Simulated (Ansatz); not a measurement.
Cost and result up the ladder for Si(NCO)H3 (CH₃NOSi) (7 atoms). Charge 0, multiplicity 1. Geometry: r2SCAN-D4/def2-TZVP.

```tsv
atom	x (Å)	y (Å)	z (Å)
Si1	-0.673	-0.767	0.152
N2	0.454	0.494	-0.063
C3	1.220	1.386	-0.268
O4	1.974	2.259	-0.462
H5	-2.043	-0.209	0.082
H6	-0.449	-1.390	1.476
H7	-0.483	-1.773	-0.917
```

Ansatz on 4 threads of Arm Neoverse V1 on a shared host. Times are rough, and most runs start from the orbitals of an earlier one. ωB97X-V/def2-TZVP serves as the yardstick here, not as an exact answer. Differences are given only for rows in sets of like size (and for xTB, whose basis is part of the method), since another set adds its own error. Binding counts from free atoms at the same level (Si triplet, N quartet, C triplet, O triplet, H doublet; other spins of the atoms weren't run), without zero-point energy or a counterpoise term.

Correlated methods freeze 8 core orbitals.

Correlated methods converge slowly with the basis.

```json
{"level": "HF/def2-TZVP", "functions": "148", "binding energy per atom (eV)": "2.82", "difference from ωB97X-V/def2-TZVP (eV)": "-1.33"}
{"level": "PBE0-D4/def2-SVP", "functions": "75", "binding energy per atom (eV)": "4.14", "difference from ωB97X-V/def2-TZVP (eV)": "–"}
{"level": "LDA (SPW92)/def2-TZVP", "functions": "148", "binding energy per atom (eV)": "4.79", "difference from ωB97X-V/def2-TZVP (eV)": "0.64"}
{"level": "HF/STO-3G", "functions": "27", "binding energy per atom (eV)": "2.86", "difference from ωB97X-V/def2-TZVP (eV)": "–"}
{"level": "CAM-B3LYP-D4/def2-TZVP (with forces)", "functions": "148", "binding energy per atom (eV)": "4.16", "difference from ωB97X-V/def2-TZVP (eV)": "0.00"}
{"level": "MP2/def2-TZVP", "functions": "148", "binding energy per atom (eV)": "4.08", "difference from ωB97X-V/def2-TZVP (eV)": "-0.08"}
{"level": "ωB97X-V/def2-TZVP", "functions": "148", "binding energy per atom (eV)": "4.15", "difference from ωB97X-V/def2-TZVP (eV)": "0.00"}
{"level": "PBE-D4/def2-TZVP", "functions": "148", "binding energy per atom (eV)": "4.27", "difference from ωB97X-V/def2-TZVP (eV)": "0.11"}
{"level": "HF/6-31G", "functions": "46", "binding energy per atom (eV)": "2.21", "difference from ωB97X-V/def2-TZVP (eV)": "–"}
{"level": "revPBE-D4/def2-TZVP", "functions": "148", "binding energy per atom (eV)": "4.15", "difference from ωB97X-V/def2-TZVP (eV)": "-0.01"}
{"level": "PBE-D4/def2-SVP", "functions": "75", "binding energy per atom (eV)": "4.29", "difference from ωB97X-V/def2-TZVP (eV)": "–"}
{"level": "CCSD(T)/def2-TZVPP", "functions": "177", "binding energy per atom (eV)": "3.98", "difference from ωB97X-V/def2-TZVP (eV)": "-0.17"}
{"level": "PBE0-D4/def2-TZVP", "functions": "148", "binding energy per atom (eV)": "4.13", "difference from ωB97X-V/def2-TZVP (eV)": "-0.03"}
{"level": "r2SCANh-D4/def2-TZVP", "functions": "148", "binding energy per atom (eV)": "4.09", "difference from ωB97X-V/def2-TZVP (eV)": "-0.06"}
```

(1) Estimate how long each takes.

## Answers

(1) HF/STO-3G 0.1 s; HF/6-31G 0.15 s; HF/def2-TZVP 0.5 s; LDA (SPW92)/def2-TZVP 0.5 s; PBE-D4/def2-SVP 0.5 s; PBE0-D4/def2-SVP 0.5 s; PBE-D4/def2-TZVP 0.75 s; revPBE-D4/def2-TZVP 0.75 s; MP2/def2-TZVP 0.8 s; PBE0-D4/def2-TZVP 0.95 s; CAM-B3LYP-D4/def2-TZVP (with forces) 1.4 s; r2SCANh-D4/def2-TZVP 1.9 s; ωB97X-V/def2-TZVP 2.9 s; CCSD(T)/def2-TZVPP 19 s. On shared hardware such times vary by a factor of up to 3.
